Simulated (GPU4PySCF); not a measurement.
C₃₀H₂₁BN₂, SMILES c1cc(N2c3ccccc3B3c4ccccc4N(c4ccccc4)c4c3c2ccc4)ccc1. Atoms are numbered in the order given.

```xyz
54

C      5.7272    -3.0381    -0.0958
C      5.2094    -2.5418    -1.2964
C      4.1127    -1.6776    -1.2813
C      3.5348    -1.3093    -0.0626
N      2.4056    -0.4234    -0.0416
C      2.6461     0.9575    -0.0162
C      3.9824     1.4218    -0.0673
C      4.2536     2.7813    -0.1239
C      3.2092     3.7159    -0.1448
C      1.9007     3.2602    -0.0592
C      1.5691     1.8891     0.0437
B      0.1300     1.3360     0.1839
C     -1.1809     2.0944     0.5047
C     -1.2481     3.4249     0.9797
C     -2.4480     4.0810     1.2184
C     -3.6501     3.4024     0.9755
C     -3.6411     2.0820     0.5497
C     -2.4165     1.4031     0.3411
N     -2.4436     0.0462    -0.0105
C     -3.7208    -0.5816    -0.1976
C     -4.2879    -0.6294    -1.4736
C     -5.5296    -1.2421    -1.6590
C     -6.2019    -1.8065    -0.5709
C     -5.6306    -1.7578     0.7047
C     -4.3895    -1.1461     0.8928
C     -1.3051    -0.7577    -0.1170
C     -1.4358    -2.1441    -0.3228
C     -0.2865    -2.9264    -0.4030
C      0.9921    -2.3844    -0.3008
C      1.1327    -0.9948    -0.1245
C     -0.0163    -0.1611    -0.0223
C      4.0487    -1.8040     1.1386
C      5.1460    -2.6686     1.1208
H      6.5853    -3.7141    -0.1087
H      5.6614    -2.8290    -2.2486
H      3.6945    -1.2803    -2.2081
H      4.8086     0.7139    -0.0790
H      5.2933     3.1154    -0.1712
H      3.4216     4.7840    -0.2270
H      1.0925     3.9899    -0.0972
H     -0.3172     3.9503     1.1904
H     -2.4555     5.1082     1.5893
H     -4.6082     3.9030     1.1379
H     -4.5868     1.5673     0.3932
H     -3.7473    -0.1837    -2.3105
H     -5.9732    -1.2788    -2.6567
H     -7.1729    -2.2853    -0.7168
H     -6.1535    -2.1983     1.5567
H     -3.9276    -1.0985     1.8807
H     -2.4144    -2.6103    -0.4075
H     -0.3919    -4.0043    -0.5514
H      1.8617    -3.0334    -0.3697
H      3.5809    -1.5044     2.0782
H      5.5480    -3.0548     2.0603
```

Geometry: B3LYP-D3(BJ)/def2-SVP. Other conformers were not sampled.

Two levels are set side by side: PBE-D3(BJ)/def2-SVP (GPU4PySCF) and B3LYP-D3(BJ)/def2-SVP (GPU4PySCF). Each level has its own optimised geometry; the coordinates shown are those of the second. Differences are taken from unrounded values.

| quantity | B3LYP-D3(BJ) | PBE-D3(BJ) | PBE-D3(BJ) minus B3LYP-D3(BJ) |
|---|---|---|---|
| mean bond length (Å) | 1.301 | 1.308 | 0.007 |
| bond C1–C2 (Å) | 1.399 | 1.405 | 0.006 |
| bond C1–C33 (Å) | 1.398 | 1.404 | 0.006 |
| bond C2–C3 (Å) | 1.396 | 1.403 | 0.006 |
| bond C3–C4 (Å) | 1.398 | 1.405 | 0.007 |
| bond C4–N5 (Å) | 1.435 | 1.439 | 0.003 |
| bond C4–C32 (Å) | 1.397 | 1.404 | 0.007 |
| bond N5–C6 (Å) | 1.402 | 1.404 | 0.003 |
| bond N5–C30 (Å) | 1.398 | 1.401 | 0.003 |
| bond C6–C7 (Å) | 1.416 | 1.422 | 0.006 |
| bond C6–C11 (Å) | 1.425 | 1.433 | 0.008 |
| bond C7–C8 (Å) | 1.387 | 1.394 | 0.007 |
| bond C8–C9 (Å) | 1.402 | 1.408 | 0.006 |
| bond C9–C10 (Å) | 1.388 | 1.395 | 0.007 |
| bond C10–C11 (Å) | 1.414 | 1.420 | 0.006 |
| bond C11–B12 (Å) | 1.548 | 1.552 | 0.004 |
| bond B12–C13 (Å) | 1.548 | 1.552 | 0.004 |

Exact exchange shortens and stiffens bonds; PBE has none. Differences between two approximate levels are no errors against the true value.
